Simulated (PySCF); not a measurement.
Species: C₄H₃NO₂ (charge +1 and doublet state).
Geometry (GFN2-xTB, Å), atoms numbered from 1 in this order:
```xyz
10
C4H3NO2 angstrom
O      2.5032    0.9400    0.0027
C      1.8676   -0.0496   -0.0452
C      0.4206   -0.2518   -0.0272
N     -0.1927   -1.4087   -0.0876
O     -1.4791   -1.2286   -0.0489
C     -1.7487    0.0685    0.0390
C     -0.5707    0.7758    0.0592
H      2.3723   -1.0566   -0.1176
H     -2.7772    0.3850    0.0809
H     -0.3864    1.8307    0.1223
```

The hyperfine couplings belong to this conformer and change with its torsions.

Identity: `O=CC1=NO[CH][CH+]1` [radical] (charge +1).

The calculation used UKS B3LYP, pcH-1 on C H N O, non-relativistic, mean-field spin-orbit, GIAO (PySCF 2.14.0). Geometry: GFN2-xTB, one conformer, isolated ion. The geometry wasn't refined by DFT: couplings that depend on bond lengths, twists or pyramidal angles can differ widely from those at the functional's own minimum, by a factor of two or more for some ions and for spin on atoms past the first row. The SCF solution wasn't tested for stability.

Question: The isotropic 17O couplings are -28.6, -1.1 MHz. Assign them to O1; O5.

Answer: 
```csv
site,a_iso (MHz),ρ(0) (bohr⁻³),position,distance from O1 (Å),spin population,largest |T| (MHz)
O1,-28.6,+0.0472,largest spin population,0.00,+0.48,148.1
O5,-1.1,+0.0018,4 bonds from O1,4.53,-0.02,5.4
```

Question: Match the computed a_iso(13C) values +62.8, -51.9, +12.5, +9.2 MHz with the sites C2; C3; C6; C7.

Answer: 
| site | a_iso (MHz) | ρ(0) (bohr⁻³) | position | distance from O1 (Å) | spin population | largest \|T\| (MHz) |
| --- | --- | --- | --- | --- | --- | --- |
| C2 | -51.9 | -0.0461 | 1 bond from O1 | 1.18 | -0.05 | 12.9 |
| C3 | +62.8 | +0.0559 | 2 bonds from O1 | 2.40 | +0.02 | 20.7 |
| C6 | +12.5 | +0.0111 | 4 bonds from O1 | 4.34 | +0.17 | 31.3 |
| C7 | +9.2 | +0.0082 | 3 bonds from O1 | 3.08 | +0.15 | 26.6 |

ρ(0) is the spin density at the nucleus and T the dipolar tensor. Largest spin populations (Mulliken): O1 (+0.48), C6 (+0.17), C7 (+0.15) and N4 (+0.15).

The SMILES `O=CC1=NO[CH][CH+]1` draws the unpaired electron on C6, whose computed spin population is only +0.17.

The run took 37 s wall (with the writing of density and orbital grids) on Arm Neoverse V1, one thread, shared host with 32 logical CPUs at a one-minute load of 9.3, and the process peaked at 0.81 GiB of memory.
